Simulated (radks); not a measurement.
All-electron atom: Re V in [Xe] 4f14 5d2.5 6d0.5 (fractional occupations, a model configuration).

Method: Dirac Kohn-Sham, PBE, spin-unpolarised, spherical densities, finite nucleus; open shells fill j = l - 1/2 first; Fermi nuclear charge, rms radius 5.3698 fm; computed with a radial shooting solver on a logarithmic mesh with Libxc functionals.

Energy parts (hartree):
| part | energy |
|---|---|
| total | -16711.1542 |
| kinetic | 18888.7467 |
| electron-nucleus | -41674.0075 |
| Hartree | 6405.4825 |
| exchange-correlation | -331.3759 |

Orbitals (lengths in bohr, moments of r in powers of bohr; r(max) is where P^2 peaks):
orbital	occ.	eigenvalue (hartree)	<1/r>	r(max)	<r>	small-component weight
1s1/2	2	-2630.542	88.71	0.01124	0.01804	8.02e-02
2s1/2	2	-457.2629	21.63	0.06473	0.07559	1.82e-02
2p1/2	2	-437.7060	21.60	0.04802	0.06246	1.83e-02
2p3/2	4	-384.8011	18.04	0.05496	0.07054	1.65e-02
3s1/2	2	-107.2202	7.942	0.1822	0.1969	6.01e-03
3p1/2	2	-98.46886	7.858	0.1705	0.1870	5.96e-03
3p3/2	4	-86.97928	6.936	0.1847	0.2019	5.43e-03
3d3/2	4	-72.24898	6.831	0.1445	0.1765	5.32e-03
3d5/2	6	-69.75471	6.614	0.1485	0.1811	5.17e-03
4s1/2	2	-23.77532	3.342	0.4131	0.4405	1.99e-03
4p1/2	2	-20.11993	3.232	0.4125	0.4450	1.90e-03
4p3/2	4	-17.43975	2.911	0.4423	0.4784	1.70e-03
4d3/2	4	-11.43100	2.699	0.4381	0.4934	1.50e-03
4d5/2	6	-10.93571	2.623	0.4475	0.5047	1.45e-03
4f5/2	6	-3.37115	2.184	0.4143	0.5736	1.05e-03
4f7/2	8	-3.27852	2.153	0.4192	0.5821	1.03e-03
5s1/2	2	-4.87029	1.317	0.9366	1.028	4.64e-04
5p1/2	2	-3.74932	1.196	0.9987	1.117	3.92e-04
5p3/2	4	-3.32795	1.088	1.078	1.207	3.40e-04
5d3/2	2.5	-1.80967	0.8278	1.316	1.554	2.03e-04
5d5/2	0	-1.76246	0.8066	1.348	1.591	1.95e-04
6d3/2	0.5	-0.77665	0.3480	3.545	3.734	5.12e-05
6d5/2	0	-0.76664	0.3435	3.601	3.784	5.03e-05

The highest occupied level is 6d3/2 at -21.134 eV. The configuration is held as typed, so some empty levels lie below it. Summed over all electrons, <r^2> = 37.87 bohr^2, which gives a Langevin (diamagnetic) susceptibility term of -30 x 10^-6 cm^3/mol.
